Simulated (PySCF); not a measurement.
NbOCl3, SMILES [Nb]([Cl])(=[O])([Cl])[Cl], multiplicity 1. Geometry: PBE-D3(BJ)/def2-SVP. The multiplicity is an assumed one; no other spin state was optimised. The isomer is the one that the SMILES or the coordinates give; other isomers of the formula were not compared. The def2 effective core potentials stand for the cores of Nb; spin–orbit coupling is left out.

Problem. Give the equilibrium geometry at PBE-D3(BJ)/def2-SVP (PySCF confirms it by a frequency run) as a Z-matrix, and its point group. (Estimate from the structure and the level; the computed values follow.)

Solution. point group C3v.
```
Nb
O 1 1.6986
Cl 1 2.2946 2 107.49
Cl 1 2.2946 2 107.49 3 120.00
Cl 1 2.2946 2 107.49 3 -120.00
```
Charge 0, spin multiplicity 1.
